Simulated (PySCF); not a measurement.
# Hartree-Fock beside MP2: BFH3Si cation

Calculated results; nothing here was measured. They come from PySCF 2.14.0, an open-source quantum chemistry program, on an isolated molecule that a program drew, which may never have been made. The molecule is BFH3Si cation (charge +1, singlet), drawn as the SMILES string `FB[SiH2+]`.

The geometry was optimised and harmonic frequencies were computed with HF and MP2, all in the cc-pV(D+d)Z basis, for the commonest isotopes, with a restricted reference for singlets and an unrestricted one otherwise, and a frozen core in MP2. Each result is a local minimum of its method.

Geometry at the HF minimum:
```xyz
6
BFH3Si cation, angstrom
F    -2.1727    2.6648    0.8254
B    -2.3419    1.7913   -0.1220
Si   -1.3239    2.2293   -1.8940
H    -3.0107    0.8157   -0.0247
H     0.0358    1.7492   -2.1642
H    -1.9229    3.0186   -2.9759
```

Lengths of the bonds as drawn, in Å (atoms numbered as above):
```
  bond     HF    MP2
 F1-B2  1.300  1.314
B2-Si3  2.090  2.088
 B2-H4  1.187  1.197
Si3-H5  1.467  1.474
Si3-H6  1.467  1.474
```

Rotational constants, in GHz:
```
constant,HF,MP2
A,39.53,39.64
B,4.534,4.468
C,4.279,4.222
```

Harmonic frequencies in cm^-1, each column in rising order, so a row needn't be the same motion in every method:
```
rank    HF   MP2
   1    99    96
   2   238   219
   3   443   412
   4   543     ?
   5   732   696
   6   866   826
   7  1017   968
   8  1133  1083
   9  1380  1340
  10  2395  2333
  11  2430  2374
  12  2840  2758
```

**Estimate the missing MP2 frequency from the HF column.**

A single factor s that minimises the squared misfit of MP2 against s times HF over the other rows is sum(HF x MP2) / sum(HF^2) = 0.9702, with an rms misfit of 13 cm^-1. For rank 4 it gives 0.9702 x 543 = 527 cm^-1. The calculation gives 517 cm^-1, 10 cm^-1 below the estimate. The drawn bonds are on average 0.6 % longer in MP2 than in HF.
